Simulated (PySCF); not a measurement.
## How methods differ on the excitation energy of Ar⁺

Ar⁺ [Ne] 3s2 3p5 (2P) → Ar⁺ [Ne] 3s1 3p6 (2S), as a difference of total energies. All numbers are calculated (PySCF 2.14, the non-relativistic Hamiltonian (point nucleus), in def2-QZVPPD). Correlated levels: valence: [Ne] frozen. The calculations carry no spin-orbit coupling.

**Question.** Order these methods by the excitation energy they give, lowest first.
A. CCSD(T) (valence)
B. UHF
C. SCS-MP2 (valence)
D. MP2 (valence)

**Answer.** A (13.325 eV), C (15.370 eV), D (15.668 eV), B (18.534 eV).

Errors of the correlated levels include the incompleteness of this basis and the frozen core.

The coupled-cluster amplitudes are large for the upper state (T1 above 0.03 or a double amplitude above 0.15), so a single reference is strained.

For comparison: 13.421 eV (measured; NIST levels, between the centres of gravity of the two terms).
